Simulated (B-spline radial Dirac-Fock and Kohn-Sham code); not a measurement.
# Kohn-Sham estimates against Dirac-Fock for the levels of Si⁺

System: Si⁺, configuration [Ne] 3s2 3p1.

The density-functional columns are spherical, spin-unpolarised Dirac-Kohn-Sham results without Breit or QED terms: −ε is minus the orbital energy of the initial state and ΔSCF the difference of two total energies. The reference in the last column comes from Dirac-Fock ΔSCF + Breit + QED. All numbers are from an atomic code on a B-spline grid, in eV; a selection of levels is shown.

```tsv
level	LDA −ε	LDA ΔSCF	PBE −ε	PBE ΔSCF	Dirac-Fock
1s	1788.0	1865.4	1795.5	1873.2	1860.2
2s	148.2	163.4	149.0	164.1	172.5
2p1/2	105.6	121.7	105.5	121.7	119.5
2p3/2	104.9	121.0	104.8	121.0	118.9
3s	19.10	24.15	19.03	24.05	22.41
3p	11.75	16.11	11.66	15.99	15.70
```

Q: Order the estimates of the K (1s) level by their distance from the Dirac-Fock value, nearest first.
A. PBE −ε
B. LDA ΔSCF
C. PBE ΔSCF
D. LDA −ε

A: B (5.2 eV), C (13.0 eV), A (64.7 eV), D (72.2 eV).

For the outermost level NIST gives 16.34585 eV (measured); the differences from it are LDA −ε -4.60, LDA ΔSCF -0.24, PBE −ε -4.69, PBE ΔSCF -0.35, Dirac-Fock -0.65 eV. The computed values are configuration averages and the table refers to the lowest terms.
